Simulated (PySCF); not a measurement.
C₂H₇NSi₂, SMILES [SiH3][C@H]1N=C[SiH2]1.

Geometry: B3LYP-D3(BJ)/def2-SVP. The structure was generated by enumeration; whether it is a known compound was not checked.

Method: B3LYP-D3(BJ)/def2-SVP in PySCF 2.14.0.

Frequencies are harmonic and unscaled.

| mode | ν (cm⁻¹) | IR (km/mol) | Raman (Å⁴/amu) | depolarisation | moving atoms (share of kinetic energy) |
|---|---|---|---|---|---|
| 1 | 128 | 2.3 | 0.8 | 0.58 | C 40 %, H 26 %, Si 22 %, N 12 % |
| 2 | 156 | 0.2 | 0.3 | 0.27 | H 89 % |
| 3 | 159 | 0.3 | 0.4 | 0.51 | Si 37 %, H 36 %, C 17 %, N 10 % |
| 4 | 287 | 16.4 | 1.4 | 0.44 | H 41 %, N 39 %, Si 10 %, C 10 % |
| 5 | 478 | 4.7 | 16.4 | 0.35 | H 40 %, Si 39 %, C 16 % |
| 6 | 522 | 7.6 | 19.2 | 0.32 | Si 45 %, C 23 %, H 20 %, N 12 % |
| 7 | 545 | 4.6 | 4.6 | 0.74 | H 79 %, Si 10 % |
| 8 | 609 | 7.4 | 19.9 | 0.70 | H 82 % |
| 9 | 642 | 25.9 | 12.1 | 0.43 | H 57 %, N 15 %, Si 14 %, C 14 % |
| 10 | 691 | 34.5 | 9.6 | 0.74 | H 62 %, C 29 % |
| 11 | 774 | 88.7 | 5.3 | 0.25 | H 54 %, C 27 %, Si 15 % |
| 12 | 790 | 72.0 | 3.1 | 0.12 | H 47 %, C 31 %, Si 20 % |
| 13 | 836 | 43.8 | 4.6 | 0.38 | H 43 %, C 28 %, N 27 % |
| 14 | 901 | 42.9 | 3.3 | 0.75 | H 78 %, C 21 % |
| 15 | 929 | 238.5 | 14.9 | 0.75 | H 89 %, Si 9 % |
| 16 | 943 | 39.8 | 12.0 | 0.68 | H 59 %, C 28 %, N 10 % |
| 17 | 951 | 70.1 | 19.7 | 0.74 | H 92 % |
| 18 | 957 | 27.2 | 23.4 | 0.75 | H 95 % |
| 19 | 972 | 57.6 | 5.4 | 0.68 | H 59 %, C 29 % |
| 20 | 1055 | 37.3 | 6.1 | 0.75 | H 56 %, C 40 % |
| 21 | 1191 | 4.8 | 11.8 | 0.40 | H 80 %, C 17 % |
| 22 | 1265 | 7.7 | 9.7 | 0.28 | H 72 %, C 18 %, N 10 % |
| 23 | 1609 | 9.7 | 13.1 | 0.28 | C 51 %, N 46 % |
| 24 | 2202 | 108.0 | 148.3 | 0.20 | H 98 % |
| 25 | 2215 | 94.9 | 120.2 | 0.63 | H 96 % |
| 26 | 2216 | 116.9 | 201.7 | 0.08 | H 97 % |
| 27 | 2224 | 110.7 | 115.4 | 0.20 | H 97 % |
| 28 | 2231 | 113.3 | 151.8 | 0.40 | H 96 % |
| 29 | 3057 | 5.3 | 108.8 | 0.33 | H 92 % |
| 30 | 3126 | 24.2 | 226.7 | 0.33 | H 91 %, C 9 % |
